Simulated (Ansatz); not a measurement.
Input file for Ansatz (a program for electronic structure): R-r2SCAN/def2-TZVPP on H3NSSn (SMILES [NH2][Sn][SH]), a point of a torsion scan. Elements past Kr take the def2 small-core potentials; no spin–orbit coupling.

Ansatz 0.2 input:
```yaml
crystal:
  periodic: [false, false, false]
  atoms:
    - {symbol: N, position_ang: [-1.28402805, 0.06751699, 0.17784758]}
    - {symbol: Sn, position_ang: [0.23055744, -0.79572110, 1.21990300]}
    - {symbol: S, position_ang: [1.88952051, -0.41168298, -0.54158159]}
    - {symbol: H, position_ang: [-2.24039403, 0.16619004, 0.48756345]}
    - {symbol: H, position_ang: [-1.21917068, 0.47053576, -0.74663271]}
    - {symbol: H, position_ang: [2.92855393, -0.95919953, 0.07585941]}
basis:
  gaussian:
    orbitals: def2-TZVPP
hamiltonian:
  xc: {name: r2SCAN}
scf: {lower_state_search: off}
```

The head of its log:

```
WARN ansatz: RAYON_NUM_THREADS=1 ignored (pool sized by the plan → 1); use --threads N
Functional definition: r2SCAN
these checks for a lower state are left out or cut short: stability, starts, cluster_reference, orbital_swaps, neighbouring_geometries, increment
integrals: 0.08 GiB planned
1004 factors; their error is unknown
mean field: 0.55 GiB planned
mean field evaluation 1: about -18198.3354 eV, gradient 7.2e1 eV
mean field evaluation 2: about -18133.7976 eV, gradient 1.4e2 eV
```

Question: What total energy does the run end on?

Answer: -669.1680 hartree.
